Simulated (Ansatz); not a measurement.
`OB(F)O[SiH3]` + `[F][AlH2]` → `O[B](O[SiH3])[AlH][F]` + H–F  (formal exchange of groups at a B–F bond)

Computed with Ansatz on PBE0-D4/def2-TZVP structures; ΔE is electronic, products minus reactants. CCSD(T)/CBS is the MP2 limit (def2-TZVPP, def2-QZVPP) plus CCSD(T) − MP2 in def2-TZVPP, frozen cores. This one scheme is used for every species. Functionals use def2-TZVPP. HSE06 is defined as in plane-wave codes. Each species was taken in one conformer, which may not be the lowest.

`OB(F)O[SiH3]`:

Z-matrix (Å, degrees):
```
Si
O 1 1.655
H 1 1.484 2 110.2
H 1 1.484 2 110.2 3 -121.4
H 1 1.480 2 106.4 3 119.3
B 2 1.348 1 131.9 3 60.8
F 6 1.334 2 118.9 1 180.0
O 6 1.359 2 121.1 1 -0.0
H 8 0.960 6 113.4 2 180.0
```

`[F][AlH2]`:

```xyz
4

F     0.905    1.313    0.041
Al   -0.031   -0.046   -0.001
H    -0.254   -0.802    1.363
H    -0.619   -0.465   -1.402
```

`O[B](O[SiH3])[AlH][F]`:

```xyz
11

O    -1.309    1.406    1.509
B    -0.523    0.659    0.683
O    -1.160   -0.346    0.032
Si   -0.735   -1.523   -1.047
Al    1.590    1.054    0.429
F     2.411    0.063   -0.615
H    -0.842    2.111    1.961
H    -1.961   -2.300   -1.337
H     0.297   -2.408   -0.453
H    -0.217   -0.907   -2.293
H     2.449    2.191    1.131
```

H–F:

Cartesian coordinates in Å:
```
F 0.217 0.245 -0.323
H -0.217 -0.245 0.323
```

```
             level  ΔE (kJ/mol)  difference from CCSD(T)/CBS
         revPBE-D4        158.9                        -16.4
         r2SCAN-D4        183.0                          7.7
           PBE0-D4        170.6                         -4.7
          HSE06-D4        170.6                         -4.7
               PBE        164.8                        -10.5
            revPBE        164.8                        -10.5
              BLYP        180.9                          5.6
            r2SCAN        184.4                          9.1
           r2SCANh        186.4                         11.1
             HSE06        175.1                         -0.2
RPA@PBE/def2-TZVPP        175.1                         -0.2
      MP2/def2-SVP        211.5                         36.2
     CCSD/def2-SVP        210.4                         35.1
     HF/def2-TZVPP        220.6                         45.3
CCSD(T)/def2-TZVPP        179.7                          4.4
SCS-MP2/def2-QZVPP        184.2                          8.9
       CCSD(T)/CBS        175.3                            0
```

Largest T1 diagnostic among the species: 0.014.

Leaving LDA and LC-ωPBE aside and taking each functional with its dispersion term where it has one, the values, not all of them listed here, spread over 43.5 kJ/mol, from revPBE-D4 to B97M-V. LDA lies +4.4 kJ/mol from PBE without D4. From PBE to PBE0 (25 % exact exchange), in def2-TZVPP and without D4, ΔE moves by +10.4 kJ/mol.
